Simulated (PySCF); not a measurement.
Cl3Sc, septet, geometry from GFN2-xTB of the parent state (such geometries of metal compounds can be far from the true shape) (the multiplicity is a formal guess); B3LYP/6-31G** in PySCF.

The PySCF input:
```python
from pyscf import gto, scf, dft

mol = gto.Mole()
mol.atom = '''
    Sc   -0.305521   -0.023381    0.213407
    Cl    1.773216   -0.126430   -0.815400
    Cl   -0.592849   -1.150558    2.198355
    Cl   -0.802959    1.305872   -1.646575
'''
mol.basis = '6-31g**'
mol.charge = 0
mol.spin = 6
mol.verbose = 4
mol.build()

mf = dft.UKS(mol)
mf.xc = 'b3lyp'
mf.kernel()
mf.analyze()
```

**Question.** Write the output that PySCF gives for this input, abridged.

**Answer.** 
```
PySCF version 2.14.0

[INPUT] verbose = 4
[INPUT] num. atoms = 4
[INPUT] num. electrons = 72
[INPUT] charge = 0
[INPUT] spin (= nelec alpha-beta = 2S) = 6
[INPUT] symmetry False subgroup None
[INPUT] Mole.unit = angstrom
[INPUT] Symbol           X                Y                Z      unit          X                Y                Z       unit  Magmom
[...]
nuclear repulsion = 366.209626495731
number of shells = 36
number of NR pGTOs = 250
number of NR cGTOs = 88
basis = 6-31g**
ecp = {}

******** <class 'pyscf.dft.uks.UKS'> ********
method = UKS
initial guess = minao
damping factor = 0
level_shift factor = 0
DIIS = <class 'pyscf.scf.diis.CDIIS'>
diis_start_cycle = 1
diis_space = 8
diis_damp = 0
SCF conv_tol = 1e-09
SCF conv_tol_grad = None
SCF max_cycles = 50
direct_scf = True
direct_scf_tol = 1e-13
number electrons alpha = 39  beta = 33
XC library pyscf.dft.libxc version 7.1.2
    S. Lehtola, C. Steigemann, M. J. T. Oliveira, and M. A. L. Marques,  SoftwareX 7, 1–5 (2018)
XC functionals = b3lyp
    P. J. Stephens, F. J. Devlin, C. F. Chabalowski, and M. J. Frisch,  J. Phys. Chem. 98, 11623 (1994)
radial grids:
    Treutler-Ahlrichs [JCP 102, 346 (1995); DOI:10.1063/1.469408] (M4) radial grids

becke partition: Becke, JCP 88, 2547 (1988); DOI:10.1063/1.454033
pruning grids: <function nwchem_prune>
grids dens level: 3
symmetrized grids: False
atomic radii adjust function: <function treutler_atomic_radii_adjust>
small_rho_cutoff = 0
Set gradient conv threshold to 3.16228e-05
tot grids = 77280
init E= -2141.52476419848

cycle= 1 E= -2138.62168734175  delta_E=  2.9  |g|= 2.03  |ddm|= 2.58

cycle= 2 E= -2129.0887976486  delta_E= 9.53  |g|= 3.76  |ddm|= 8.21

cycle= 3 E= -2140.48519937711  delta_E= -11.4  |g|= 0.555  |ddm|= 6.97

cycle= 4 E= -2139.26976192953  delta_E= 1.22  |g|= 1.17  |ddm|= 3.01

cycle= 5 E= -2139.71342679415  delta_E= -0.444  |g|= 0.926  |ddm|= 2.07

cycle= 6 E= -2140.7212622318  delta_E= -1.01  |g|= 0.325  |ddm|= 1.65

cycle= 7 E= -2140.69745429756  delta_E= 0.0238  |g|= 0.361  |ddm|= 0.895

cycle= 8 E= -2140.80757993449  delta_E= -0.11  |g|= 0.125  |ddm|= 0.44

cycle= 9 E= -2140.82372195487  delta_E= -0.0161  |g|= 0.0521  |ddm|= 0.342

cycle= 10 E= -2140.82702194774  delta_E= -0.0033  |g|= 0.0172  |ddm|= 0.154

cycle= 11 E= -2140.82750098873  delta_E= -0.000479  |g|= 0.0179  |ddm|= 0.0842

cycle= 12 E= -2140.82820835949  delta_E= -0.000707  |g|= 0.0146  |ddm|= 0.14

cycle= 13 E= -2140.8284993272  delta_E= -0.000291  |g|= 0.0143  |ddm|= 0.0487

cycle= 14 E= -2140.82863786262  delta_E= -0.000139  |g|= 0.0141  |ddm|= 0.0209

cycle= 15 E= -2140.82859867876  delta_E= 3.92e-05  |g|= 0.0148  |ddm|= 0.0184

cycle= 16 E= -2140.8282730643  delta_E= 0.000326  |g|= 0.00845  |ddm|= 0.078

cycle= 17 E= -2140.82801713706  delta_E= 0.000256  |g|= 0.00201  |ddm|= 0.134

cycle= 18 E= -2140.8280361726  delta_E= -1.9e-05  |g|= 0.00209  |ddm|= 0.0241

cycle= 19 E= -2140.82805493073  delta_E= -1.88e-05  |g|= 0.00134  |ddm|= 0.0195

cycle= 20 E= -2140.82807735413  delta_E= -2.24e-05  |g|= 0.00133  |ddm|= 0.0269

cycle= 21 E= -2140.82809216872  delta_E= -1.48e-05  |g|= 0.000707  |ddm|= 0.0325

cycle= 22 E= -2140.82809799576  delta_E= -5.83e-06  |g|= 0.000513  |ddm|= 0.017

cycle= 23 E= -2140.82809999356  delta_E= -2e-06  |g|= 0.000222  |ddm|= 0.0103

cycle= 24 E= -2140.82810084917  delta_E= -8.56e-07  |g|= 0.000171  |ddm|= 0.00399

cycle= 25 E= -2140.82810140799  delta_E= -5.59e-07  |g|= 0.000201  |ddm|= 0.00315

cycle= 26 E= -2140.82810185812  delta_E= -4.5e-07  |g|= 0.00013  |ddm|= 0.00482

cycle= 27 E= -2140.8281021442  delta_E= -2.86e-07  |g|= 0.000123  |ddm|= 0.00323

cycle= 28 E= -2140.82810225214  delta_E= -1.08e-07  |g|= 0.000109  |ddm|= 0.00228

cycle= 29 E= -2140.82810238941  delta_E= -1.37e-07  |g|= 5.23e-05  |ddm|= 0.00267

cycle= 30 E= -2140.82810244516  delta_E= -5.58e-08  |g|= 5.39e-05  |ddm|= 0.00144

cycle= 31 E= -2140.82810249053  delta_E= -4.54e-08  |g|= 4.06e-05  |ddm|= 0.00118

cycle= 32 E= -2140.82810249051  delta_E= 2.09e-11  |g|= 3.98e-05  |ddm|= 0.000157

cycle= 33 E= -2140.8281024905  delta_E= 8.19e-12  |g|= 4.05e-05  |ddm|= 0.000235

cycle= 34 E= -2140.82810248872  delta_E= 1.79e-09  |g|= 4.14e-05  |ddm|= 0.000301

cycle= 35 E= -2140.8281024818  delta_E= 6.92e-09  |g|= 4.59e-05  |ddm|= 0.000542

cycle= 36 E= -2140.82810247743  delta_E= 4.37e-09  |g|= 3.84e-05  |ddm|= 0.000514

cycle= 37 E= -2140.82810247359  delta_E= 3.83e-09  |g|= 5.52e-05  |ddm|= 0.000377

cycle= 38 E= -2140.82810247847  delta_E= -4.88e-09  |g|= 4.21e-05  |ddm|= 0.000606

cycle= 39 E= -2140.8281024902  delta_E= -1.17e-08  |g|= 3.4e-05  |ddm|= 0.000434

cycle= 40 E= -2140.8281025022  delta_E= -1.2e-08  |g|= 3.21e-05  |ddm|= 0.000391

cycle= 41 E= -2140.82810248977  delta_E= 1.24e-08  |g|= 2.99e-05  |ddm|= 0.000395

cycle= 42 E= -2140.828102469  delta_E= 2.08e-08  |g|= 3.52e-05  |ddm|= 0.000695

cycle= 43 E= -2140.82810246211  delta_E= 6.88e-09  |g|= 3.25e-05  |ddm|= 0.000279

cycle= 44 E= -2140.82810245897  delta_E= 3.14e-09  |g|= 3.39e-05  |ddm|= 0.0002

cycle= 45 E= -2140.82810246279  delta_E= -3.82e-09  |g|= 2.8e-05  |ddm|= 0.000207

cycle= 46 E= -2140.82810246173  delta_E= 1.07e-09  |g|= 3e-05  |ddm|= 8.81e-05

cycle= 47 E= -2140.82810246532  delta_E= -3.6e-09  |g|= 2.76e-05  |ddm|= 0.000187

cycle= 48 E= -2140.82810246681  delta_E= -1.49e-09  |g|= 2.9e-05  |ddm|= 8.89e-05

cycle= 49 E= -2140.82810246853  delta_E= -1.72e-09  |g|= 2.99e-05  |ddm|= 0.000139

cycle= 50 E= -2140.82810246437  delta_E= 4.16e-09  |g|= 2.94e-05  |ddm|= 0.000152
SCF not converged.
SCF energy = -2140.82810246437 after 50 cycles  <S^2> = 12.007424  2S+1 = 7.0021209
**** SCF Summaries ****
Total Energy =                       -2140.828102464371113
Nuclear Repulsion Energy =             366.209626495731072
One-electron Energy =                -3676.505180715204915
Two-electron Energy =                 1169.467451755102957
Two-electron Coulomb Energy =         1293.319003520977503
DFT Exchange-Correlation Energy =     -123.851551765874433
**** MO energy ****
                             alpha | beta                alpha | beta
[...]
To work with the spin densities directly, `use mulliken_meta_spin()` only printing them here.

 ** Mulliken spin pop alpha/beta on meta-lowdin orthogonal AOs **
 ** Mulliken Spin Density (per AO)  **
spin_pop of  0 Sc 1s        0.00000
spin_pop of  0 Sc 2s        0.00000
spin_pop of  0 Sc 3s        0.00004
spin_pop of  0 Sc 4s        0.67125
spin_pop of  0 Sc 5s        0.03504
spin_pop of  0 Sc 2px      -0.00000
spin_pop of  0 Sc 2py      -0.00000
spin_pop of  0 Sc 2pz      -0.00000
spin_pop of  0 Sc 3px       0.00002
spin_pop of  0 Sc 3py      -0.00011
spin_pop of  0 Sc 3pz      -0.00000
spin_pop of  0 Sc 4px       0.04277
spin_pop of  0 Sc 4py       0.29586
spin_pop of  0 Sc 4pz       0.11623
spin_pop of  0 Sc 5px       0.01171
spin_pop of  0 Sc 5py       0.09032
spin_pop of  0 Sc 5pz       0.03483
spin_pop of  0 Sc 3dxy      0.60099
spin_pop of  0 Sc 3dyz      0.28116
spin_pop of  0 Sc 3dz^2     0.24761
spin_pop of  0 Sc 3dxz      0.34796
spin_pop of  0 Sc 3dx2-y2    0.09143
spin_pop of  0 Sc 4dxy      0.00265
spin_pop of  0 Sc 4dyz      0.00087
spin_pop of  0 Sc 4dz^2     0.00112
spin_pop of  0 Sc 4dxz      0.00200
spin_pop of  0 Sc 4dx2-y2    0.00015
spin_pop of  0 Sc 4f-3      0.00003
spin_pop of  0 Sc 4f-2      0.00006
spin_pop of  0 Sc 4f-1      0.00003
spin_pop of  0 Sc 4f+0      0.00007
spin_pop of  0 Sc 4f+1      0.00004
spin_pop of  0 Sc 4f+2      0.00005
spin_pop of  0 Sc 4f+3      0.00002
spin_pop of  1 Cl 1s       -0.00000
spin_pop of  1 Cl 2s       -0.00000
spin_pop of  1 Cl 3s        0.01426
spin_pop of  1 Cl 4s        0.00268
spin_pop of  1 Cl 2px       0.00001
spin_pop of  1 Cl 2py       0.00002
spin_pop of  1 Cl 2pz       0.00001
spin_pop of  1 Cl 3px       0.21071
spin_pop of  1 Cl 3py       0.48675
spin_pop of  1 Cl 3pz       0.28944
spin_pop of  1 Cl 4px       0.00358
spin_pop of  1 Cl 4py       0.00834
spin_pop of  1 Cl 4pz       0.00464
spin_pop of  1 Cl 3dxy      0.00095
spin_pop of  1 Cl 3dyz      0.00046
spin_pop of  1 Cl 3dz^2     0.00152
spin_pop of  1 Cl 3dxz      0.00056
spin_pop of  1 Cl 3dx2-y2    0.00065
spin_pop of  2 Cl 1s       -0.00000
spin_pop of  2 Cl 2s       -0.00000
spin_pop of  2 Cl 3s        0.00939
spin_pop of  2 Cl 4s        0.00222
spin_pop of  2 Cl 2px       0.00005
spin_pop of  2 Cl 2py       0.00001
spin_pop of  2 Cl 2pz      -0.00000
spin_pop of  2 Cl 3px       0.88737
spin_pop of  2 Cl 3py       0.10946
spin_pop of  2 Cl 3pz       0.00466
spin_pop of  2 Cl 4px       0.00351
spin_pop of  2 Cl 4py       0.00929
spin_pop of  2 Cl 4pz       0.00470
spin_pop of  2 Cl 3dxy      0.00050
spin_pop of  2 Cl 3dyz      0.00119
spin_pop of  2 Cl 3dz^2     0.00172
spin_pop of  2 Cl 3dxz      0.00194
spin_pop of  2 Cl 3dx2-y2    0.00130
spin_pop of  3 Cl 1s       -0.00000
spin_pop of  3 Cl 2s       -0.00000
spin_pop of  3 Cl 3s        0.01037
spin_pop of  3 Cl 4s        0.00166
spin_pop of  3 Cl 2px       0.00002
spin_pop of  3 Cl 2py       0.00002
spin_pop of  3 Cl 2pz       0.00001
spin_pop of  3 Cl 3px       0.52824
spin_pop of  3 Cl 3py       0.36882
spin_pop of  3 Cl 3pz       0.13374
spin_pop of  3 Cl 4px       0.00299
spin_pop of  3 Cl 4py       0.00982
spin_pop of  3 Cl 4pz       0.00474
spin_pop of  3 Cl 3dxy      0.00079
spin_pop of  3 Cl 3dyz      0.00055
spin_pop of  3 Cl 3dz^2     0.00081
spin_pop of  3 Cl 3dxz      0.00133
spin_pop of  3 Cl 3dx2-y2    0.00002
 ** Mulliken Spin Density (per atom)  **
spin density of  0 Sc =      2.87420
spin density of  1 Cl =      1.02458
spin density of  2 Cl =      1.03729
spin density of  3 Cl =      1.06392
 ** Mulliken pop alpha/beta on meta-lowdin orthogonal AOs **
 ** Mulliken pop       alpha | beta **
In total            39.00000 | 33.00000
 ** Mulliken atomic charges   ( Nelec_alpha | Nelec_beta ) **
charge of  0Sc =     -0.49580  (    12.18500      9.31080 )
charge of  1Cl =      0.13514  (     8.94472      7.92014 )
charge of  2Cl =      0.18041  (     8.92844      7.89115 )
charge of  3Cl =      0.18025  (     8.94183      7.87791 )
Dipole moment(X, Y, Z, Debye):  1.63987,  0.09317, -1.09090
```

The run did not converge; its last values are not results.
